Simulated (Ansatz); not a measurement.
Potential energy curve for CH (cation, charge +1), singlet.

Levels: RKS-PBE0 = restricted PBE0/aug-cc-pVTZ (Ansatz, a quantum-chemistry and plane-wave program); RKS-PBE = restricted PBE/aug-cc-pVTZ in Ansatz; RKS-BLYP = restricted BLYP/aug-cc-pVTZ (Ansatz); UKS-PBE0 = unrestricted PBE0/aug-cc-pVTZ (Ansatz); UKS-BLYP = unrestricted BLYP/aug-cc-pVTZ in Ansatz; UKS-PBE = unrestricted PBE/aug-cc-pVTZ run with Ansatz; FCI = full CI/aug-cc-pVTZ, frozen core (Ansatz).

Cost and accuracy over the 22 points of the scan, with FCI as yardstick. Costs are rough ratios of core time within Ansatz on shared cores, each with its mean field (Kohn-Sham runs search longer for lower solutions than correlated ones do); the miss is the largest error against full CI of the curve after the mean shift, in kJ/mol.

Task: Which of them comes closest to FCI within 3 times the cost of the cheapest?

Result: RKS-BLYP, 35.3 kJ/mol off at most.

```json
[
 {"level": "RKS-PBE0", "relative cost": "1", "largest error": "101.6"},
 {"level": "RKS-PBE", "relative cost": "1", "largest error": "43.8"},
 {"level": "RKS-BLYP", "relative cost": "1", "largest error": "35.3"},
 {"level": "UKS-PBE0", "relative cost": "5", "largest error": "35.0"},
 {"level": "UKS-BLYP", "relative cost": "10", "largest error": "65.1"},
 {"level": "UKS-PBE", "relative cost": "10", "largest error": "63.9"}
]
```

Costs within a factor of two of each other count as equal.

The scan ran from 0.85 to 4.54 Å; beyond the distances shown full CI changes its symmetry label. The restricted form behind RKS-PBE0, RKS-PBE, RKS-BLYP keeps the bonding electrons paired and can't separate into open-shell fragments. The unrestricted determinant behind UKS-PBE0, UKS-BLYP, UKS-PBE is spin-contaminated at 0.85 to 3.93 Å (<S²> up to 1.0, against 0.00 for a pure singlet).
